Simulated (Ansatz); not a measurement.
```xyz
2

N     0.0000    0.0000   -0.5928
N     0.0000    0.0000    0.5928
```

Basis set: 6-31G* (spherical functions). Left uncorrelated: 2 orbitals. Charge 0, multiplicity 1.

Computed with Ansatz (development build ahead of 0.2.0); each method stands on the lowest determinant of its kind that the runs found. Restricted open shells among the atoms or ions are ROHF, correlated in semicanonical orbitals with singles.

**Question.** Give the atomization energy at this shape (free ground-state atoms in the same class of orbitals less the molecule, no zero-point energy) of singlet N₂ by RHF-MP2, RHF.

**Answer.**

```tsv
method	atomization energy
RHF-MP2	9.10 eV
RHF	3.98 eV
```
